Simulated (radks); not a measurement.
The praseodymium ion Pr52+, 7 electrons, occupied as [He] 2s2 2p3 (the NIST ground configuration). Method: scalar-relativistic Kohn-Sham, LDA (Slater exchange, Perdew-Wang correlation), spin-polarised, spherical densities, point nucleus; open shells are filled with parallel spins first (spin-orbit coupling, left out, can overturn this in heavy ions); computed with a radial shooting solver on a logarithmic mesh with Libxc functionals. Some entries of the table are withheld. Estimate them.

orbital  occ.  eigenvalue (Ry)  r(max) (bohr)
1s up       1        -3415.458        0.01542
1s down     1        -3411.989        0.01541
2s up       1        -796.9275            (1)
2s down     1        -791.7360            (2)
2p up       3        -752.9487        0.06817
2p down     0        -746.7416        0.06834
3s up       0              (3)         0.2228
3s down     0              (4)         0.2236
3p up       0        -322.9737         0.2124
3p down     0        -321.4014         0.2134

Answer. 
(1) 2s up r(max) (bohr): 0.08539
(2) 2s down r(max) (bohr): 0.08554
(3) 3s up eigenvalue (Ry): -336.2133
(4) 3s down eigenvalue (Ry): -334.8416
